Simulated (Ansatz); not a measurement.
Consider the atomization: `[F][AlH][GeH3]` → Al• + F• + Ge• + 4 H•.

Program: Ansatz. Geometries: PBE0-D4/def2-TZVP. ΔE: electronic, gas phase. CCSD(T)/CBS adds triple-zeta CCSD(T) − MP2 to the extrapolated MP2 energy (def2 sets, frozen cores). This one scheme is used for every species, atoms too. DFT in def2-TZVPP. B3LYP here is the variant with VWN-RPA as its local correlation; programs differ in this. HSE06 is defined as in plane-wave codes. No spin–orbit coupling; open shells (•) take unrestricted orbitals. Spin–orbit coupling would lower the free atoms: a little for Al, F; clearly for Ge. Bonds to Ge are less sure, by a few kJ/mol each and by 10 to 20 or more in all where they break to atoms, as the def2 sets lack core-valence functions. Scalar relativity is left out up to krypton.

`[F][AlH][GeH3]`:

```xyz
7

F     1.640   -1.920   -0.611
Al    0.168   -1.399   -0.072
Ge   -0.173    1.043    0.054
H    -0.868   -2.525    0.328
H     0.196    1.569    1.454
H     0.685    1.811   -0.966
H    -1.647    1.420   -0.188
```

| level | ΔE (kJ/mol) | difference from CCSD(T)/CBS |
| --- | --- | --- |
| PBE-D4 | 1962.7 | -44.7 |
| revPBE-D4 | 1921.2 | -86.2 |
| B97M-V | 2022.4 | 15.0 |
| CAM-B3LYP-D4 | 1991.1 | -16.3 |
| ωB97X-V | 2002.5 | -4.9 |
| ωB97M-V | 1976.2 | -31.2 |
| B2PLYP | 1961.0 | -46.4 |
| PBE-QIDH | 1958.8 | -48.6 |
| revPBE | 1894.6 | -112.8 |
| B3LYP | 1954.7 | -52.7 |
| HSE06 | 1936.3 | -71.1 |
| LC-ωPBE | 1970.3 | -37.1 |
| CCSD/def2-SVP | 1859.4 | -148.0 |
| CCSD(T)/def2-SVP | 1872.1 | -135.3 |
| MP2/def2-QZVPP | 1992.0 | -15.4 |
| SCS-MP2/def2-QZVPP | 1998.8 | -8.6 |
| CCSD(T)/CBS | 2007.4 | 0 |

Largest T1 diagnostic among the species: 0.018.

From PBE to PBE0 (25 % exact exchange), in def2-TZVPP and without D4, ΔE moves by −16.2 kJ/mol: exact exchange takes away binding that semilocal exchange gives to molecules. At CCSD(T), def2-SVP lies −135.3 kJ/mol from the extrapolated value and def2-TZVPP −44.9 kJ/mol: correlation converges slowly with the basis, and small sets miss more of it in the bonded molecule than in its fragments. The D4 term adds +16.6 kJ/mol with B3LYP and +8.7 kJ/mol with PBE0; it sums over pairs of atoms, weighted by their polarisabilities, and B3LYP, whose exchange is more repulsive, gets the larger term.

For atomizations the MP2-based limit and the directly extrapolated one differ by several kJ/mol either way, and by 10 to 25 for some Ge, Se and Sn compounds, so smaller differences from it don't rank the levels.
